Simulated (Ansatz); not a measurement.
Another site gives an ion 0.71 eV lower (`C[NH-]`) at the level frozen-core CCSD(T)/aug-cc-pVTZ // r2SCAN-D4/def2-TZVPD (Ansatz, an electronic-structure program).

Cartesian coordinates (Å):
```xyz
6

C      0.6696     0.0161    -0.3998
N     -0.6917    -0.0160     0.3615
H      1.2286    -0.8366     0.0447
H      1.1995     0.8767     0.0647
H     -1.1896    -0.8068    -0.0447
H     -1.2164     0.7666    -0.0264
```
Charge 0, spin multiplicity 2.

All values below come from Ansatz with frozen-core CCSD(T)/aug-cc-pVTZ // r2SCAN-D4/def2-TZVPD. The geometry is that of the parent before the electron was removed.

HF energy: -94.59711 Ha
MP2 correlation energy: -0.38074 Ha

Q: Estimate the CCSD correlation energy, the (T) correction, the total energy and the T1 diagnostic.

A: 
```yaml
CCSD correlation energy: -0.40429 Ha
"(T) correction": -0.01643 Ha
CCSD(T) total energy: -95.01783 Ha
T1 diagnostic: 0.021
```
